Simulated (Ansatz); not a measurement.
Basis sets compared for ZrBrCl₃. Charge 0, multiplicity 1. Geometry PBE0-D4/def2-SVP. Ansatz on 4 threads of Arm Neoverse V1 on a shared host; times are rough, and most runs start from earlier orbitals.

```tsv
atom	x (Å)	y (Å)	z (Å)
Zr1	-0.032	0.007	0.000
Br2	2.375	-0.551	0.015
Cl3	-0.346	2.084	0.987
Cl4	-1.203	-1.605	1.189
Cl5	-0.794	0.065	-2.191
```

In the def2 sets Zr takes a core potential; there is no spin–orbit coupling.

Binding counts from free atoms (Zr triplet, Br doublet, Cl doublet) in the same basis, without a counterpoise term.

```csv
level,functions,energy (Eh),HOMO (eV),LUMO (eV),binding per atom (eV),wall time
PBE-D4/def2-SVP,117,-4000.4593,-7.89,-3.38,–,1.4 s
PBE0-D4/def2-SVP,117,-4000.6331,-9.24,-2.71,4.07,2.3 s
```

(1) Estimate the rows for PBE-D4/def2-TZVP, PBE0-D4/def2-TZVP.

Results:

(1) 
```json
{"level": "PBE-D4/def2-TZVP", "functions": "199", "energy (Eh)": "-4001.2544", "HOMO (eV)": "-7.96", "LUMO (eV)": "-3.50", "binding per atom (eV)": "–", "wall time": "2.4 s"}
{"level": "PBE0-D4/def2-TZVP", "functions": "199", "energy (Eh)": "-4001.4238", "HOMO (eV)": "-9.25", "LUMO (eV)": "-2.77", "binding per atom (eV)": "4.01", "wall time": "4.4 s"}
```
